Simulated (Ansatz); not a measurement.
Calculated with Ansatz (gas phase, PBE0-D4/def2-TZVP geometries, no zero-point term in ΔE). CCSD(T)/CBS is the MP2 limit (def2-TZVPP, def2-QZVPP) plus CCSD(T) − MP2 in def2-TZVPP, frozen cores. This one scheme is used for every species. Functionals use def2-TZVPP. B3LYP here is the variant with VWN-RPA as its local correlation; programs differ in this. One conformer a species, not always the lowest.

Consider the ligand exchange at the Si–F bond: `O[SiH2][SiH](F)Cl` + HCl → `O[SiH2][SiH](Cl)Cl` + H–F.

CCSD(T)/CBS gives +32.7 kJ/mol.

Another level gave +36.3 kJ/mol. Which?
A. ωB97M-V/def2-TZVPP
B. B3LYP/def2-TZVPP
C. PBE/def2-TZVPP
D. PBE0-D4/def2-TZVPP

A. ωB97M-V 36.3, B3LYP 44.4, PBE0-D4 27.6, PBE 32.3 kJ/mol.

Largest T1 diagnostic among the species: 0.012.

The D4 term adds −6.9 kJ/mol with B3LYP and −3.7 kJ/mol with PBE0; it sums over pairs of atoms, weighted by their polarisabilities, and B3LYP, whose exchange is more repulsive, gets the larger term. In def2-TZVPP, CCSD(T) changes the Hartree–Fock value by −12.2 kJ/mol (the triples alone add −2.7 kJ/mol) and MP2 by −18.8 kJ/mol.
